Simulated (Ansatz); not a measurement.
Mg3O2⁺. Total charge 1; doublet. Geometry PBE-D4/def2-SVP, that of the neutral singlet; atoms count from 1.

```xyz
5

Mg   -0.460   -1.383   -0.714
Mg    1.024    0.233    0.654
Mg   -0.955    2.274    0.209
O     1.187   -1.585    0.149
O    -0.796    0.461   -0.298
```

Another isomer (singlet) lies 0.04 eV lower at PBE0-D4/def2-TZVP.

Problem. Estimate the Mulliken populations from the PBE0/def2-TZVP orbitals of Ansatz.

Solution. 
```tsv
atom	charge (e)	spin (α − β)
Mg1	0.95	0.08
Mg2	1.05	0.16
Mg3	0.73	0.69
O4	-0.82	0.04
O5	-0.91	0.03
```
Mulliken values and Mayer orders depend strongly on the basis.

Problem. Where does the spin sit?

Solution. Summed by element: Mg 0.93, O 0.07, of 1 unpaired in all. Largest on single atoms: Mg3 0.69, Mg2 0.16, Mg1 0.08.

Problem. And the Mayer bond orders between bonded heavy atoms (over 0.3)?

Solution. Mg1–O4 1.02 (1.87 Å); Mg1–O5 0.58 (1.92 Å); Mg2–O4 0.90 (1.89 Å); Mg3–O5 0.79 (1.89 Å).
